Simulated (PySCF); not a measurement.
F3W, neutral, multiplicity 4. Atoms are numbered in the order given.

```xyz
4

W      0.0000     0.0000     0.0000
F      1.8778     0.0000     0.0000
F     -0.9389    -1.6262     0.0000
F     -0.9389     1.6262     0.0000
```
Charge 0, spin multiplicity 4.

Geometry: B3LYP-D3(BJ)/def2-TZVP. The multiplicity is an assumed one; other spin states were not compared. The def2 effective core potentials stand for the cores of W; spin–orbit coupling is left out.

Computed with PBE0/def2-TZVPD (PySCF).

The molecule is in vacuum.

The total energy is -366.56675 hartree and the point group comes out as D3h. The α spin, highest occupied and lowest empty level is -6.72 and -1.65 eV and the β spin, highest occupied and lowest empty level is -12.12 and -2.77 eV. The dipole moment is 0.00 D and the quadrupole, principal values (traceless, Buckingham form, about the centre of nuclear charge) comes out as -3.31, -3.31, 6.62 D·Å. The mean static polarisability comes out as 39.6 bohr³ (5.87 Å³). The polarisability, principal values is 39.4, 39.4, 40.0 bohr³ and the ⟨S²⟩ comes out as 3.756 (pure state 3.75).
